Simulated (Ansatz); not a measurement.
Te(GeH3)2 (Ge₂TeH₆). The state is a singlet with charge 0. Geometry PBE-D4/def2-SVP, basis def2-TZVP, Ansatz.

```json
{"run": "A", "HOMO (eV)": "-5.62", "LUMO (eV)": "-1.66"}
{"run": "B", "HOMO (eV)": "-5.20", "LUMO (eV)": "-1.77"}
{"run": "C", "HOMO (eV)": "-8.54", "LUMO (eV)": "0.88"}
{"run": "D", "HOMO (eV)": "-8.84", "LUMO (eV)": "0.98"}
{"run": "E", "HOMO (eV)": "-8.43", "LUMO (eV)": "0.68"}
{"run": "F", "HOMO (eV)": "-5.37", "LUMO (eV)": "-1.84"}
```

In the def2 sets Te takes a core potential; there is no spin–orbit coupling. LC-ωPBE has ω = 0.4 bohr⁻¹.

Q: The runs used BLYP, LC-ωPBE, PBE, r2SCAN, ωB97M-V, ωB97X-V. Estimate which is which.

A: A r2SCAN (0 % exact exchange); B BLYP (0 % exact exchange); C ωB97X-V (range-separated); D LC-ωPBE (range-separated); E ωB97M-V (range-separated); F PBE (0 % exact exchange). Exact exchange lowers occupied and raises empty levels; among semilocal functionals meta-GGAs tend to open the gap a little, and such runs are hard to tell apart. The gap grows from 3.43 eV (BLYP) to 9.82 eV (LC-ωPBE).
